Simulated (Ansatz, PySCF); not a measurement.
The Ansatz (a first-principles code) input:
Ansatz 0.2 input:
```yaml
crystal:
  periodic: [false, false, false]
  atoms:
    - {symbol: Sn, position_ang: [0.00000000, 0.00000000, 0.00000000]}
basis:
  gaussian:
    orbitals: def2-TZVP
hamiltonian:
  xc: b3lyp5
total_charge: 1
magnetization: {spin_polarized: true, initial_magnetization: 1}
accuracy: high
```

Task: Convert this to an input for PySCF.

Result: Several could match; the one computed here: 
```python
from pyscf import gto, scf, dft

mol = gto.Mole()
mol.atom = '''
    Sn    0.000000    0.000000    0.000000
'''
mol.basis = 'def2-tzvp'
mol.ecp = {'Sn': 'def2-tzvp'}
mol.charge = 1
mol.spin = 1
mol.verbose = 4
mol.build()

mf = dft.UKS(mol)
mf.xc = 'b3lyp5'
mf.grids.atom_grid = (99, 590)
mf.grids.prune = None
mf.kernel()
```

Both were run: Ansatz gave -213.981328 Eh and PySCF -213.981328 Eh, 0.000 mEh apart.
